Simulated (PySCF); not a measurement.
F3S, SMILES F[S](F)F (connectivity only; charge and spin as stated), charge -1, multiplicity 1.

The structure is a stationary point at B3LYP-D3(BJ)/def2-SVPD. The spin state was assumed, not searched. The isomer is the one that the SMILES or the coordinates give; other isomers of the formula were not compared.

Method: B3LYP/def2-TZVPD in PySCF.

Isolated molecule, no solvent.

The total energy is -697.92608 hartree. The point group is C2v, the highest occupied level is -0.96 eV and the lowest empty level is 3.51 eV. The orbital gap is 4.47 eV, the dipole moment about the centre of nuclear charge is 0.01 D and the mean static polarisability is 40.2 bohr³ (5.95 Å³). The polarisability, principal values is 32.9, 35.9, 51.7 bohr³.
